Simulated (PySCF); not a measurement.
Structure with atom numbers: `[BH2:1][SiH:2]([O:3][CH3:4])[O:5][CH3:6]`. Each H is labelled by its parent atom.

Fast rotation and ring inversion assumed for equivalent nuclei, one computed conformer, non-relativistic Hamiltonian, isolated molecule. Shieldings: GIAO CAM-B3LYP/pcSseg-2; PBE0-D3(BJ)/def2-SVP geometry; PySCF.

Referencing at the same level of theory: TMS for 13C, 1H, 29Si; 11B against BF3·OEt2; 17O against H2O.

```csv
atoms,nucleus,count,δ (ppm)
H(B1),1H,2,?
C4/C6,13C,2,53.0
Si2,29Si,1,-15.8
H(Si2),1H,1,5.09
O3/O5,17O,2,?
H(C4)/H(C6),1H,6,3.74
B1,11B,1,121.4
```

Complete the table.

Results:


- H(B1): 9.75 ppm, hydrogen on a boron bonded to Si
- O3/O5: 18.8 ppm, oxygen bonded to C, Si

Hydrogens on boron are broadened and split by 11B (spin 3/2, 80 %) and 10B (spin 3). Shifts are as computed, not scaled to solution data. Of 1313 compounds with measured shifts, 239 miss one by over three times the rms of a fit or turn the order of signals round; such compounds aren't used in these exercises. Experimental scales use liquid or dissolved standards, which lie at an offset from isolated H2O (liquid H2O: subtract about 36 ppm).
